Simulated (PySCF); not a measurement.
A structure optimised at B3LYP-D3(BJ)/def2-TZVP, used in a PySCF frequency run:

```xyz
6

Al     0.0000     0.0000    -0.4109
C      0.0000     0.0000    -2.3218
H     -0.8933    -0.5158    -2.6800
H      0.8933    -0.5158    -2.6800
H      0.0000     1.0315    -2.6800
Cl     0.0000     0.0000     1.6066
```
Charge +1, spin multiplicity 1.

Q: Write its SMILES, formula and point group.

A: [CH3][Al+][Cl], CH3AlCl, C3v

Q: What are its rotational constants (standard atomic weights)?

A: 157.07, 2.7636, 2.7636 GHz
